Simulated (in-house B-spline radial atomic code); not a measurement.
**The dysprosium ion Dy⁶⁺: [Kr] 4d10 (4f5/2)4 (4f7/2)4 5s2 (5p1/2)2 (5p3/2)1 (8d3/2)1 (an excited or competing configuration)**

All numbers are computed (Dirac-Hartree-Fock, average of the jj configuration; Fermi nucleus of rms radius 5.2218 fm) with a B-spline radial code for spherical atoms, not measured.

Effective charges: Z_r = [3n² - l(l+1)]/(2<r>) from the radius, Z_e = n√(-2ε) from the energy, and Slater's rules. Values are occupation-weighted means over j. An effective charge above Z reflects the relativistic contraction of the inner shells.

| shell | electrons | ε (eV) | <r> (bohr) | Z_r | Z_e | Slater |
| --- | --- | --- | --- | --- | --- | --- |
| 1s | 2 | -54215 | 0.02111 | 71.04 | 63.12 | 65.70 |
| 2s | 2 | -9237.7 | 0.08915 | 67.31 | 52.11 | 61.85 |
| 2p | 6 | -8234.4 | 0.07914 | 63.18 | 49.20 | 61.85 |
| 3s | 2 | -2191.6 | 0.2333 | 57.86 | 38.07 | 54.75 |
| 3p | 6 | -1874.1 | 0.2322 | 53.84 | 35.21 | 54.75 |
| 3d | 10 | -1449.4 | 0.2119 | 49.55 | 30.96 | 44.85 |
| 4s | 2 | -542.26 | 0.5287 | 45.39 | 25.25 | 38.25 |
| 4p | 6 | -433.94 | 0.5588 | 41.16 | 22.59 | 38.25 |
| 4d | 10 | -279.79 | 0.6044 | 34.74 | 18.14 | 26.85 |
| 5s | 2 | -147.48 | 1.216 | 30.85 | 16.46 | 14.50 |
| 5p | 3 | -120.69 | 1.329 | 27.45 | 14.89 | 14.50 |
| 4f | 8 | -115.85 | 0.7207 | 24.98 | 11.67 | 17.55 |
| 8d | 1 | -17.239 | 7.933 | 11.72 | 9.00 | 7.00 |

The least bound orbital is 8d3/2 at -17.24 eV, and it is also the most diffuse (<r> = 7.933 bohr).

For the 1s electron the small component carries 6.07 % of the norm, the zero-frequency Breit interaction raises the level by 166.8 eV, self-energy by 100.7 eV, and vacuum polarisation lowers it by 16.91 eV.
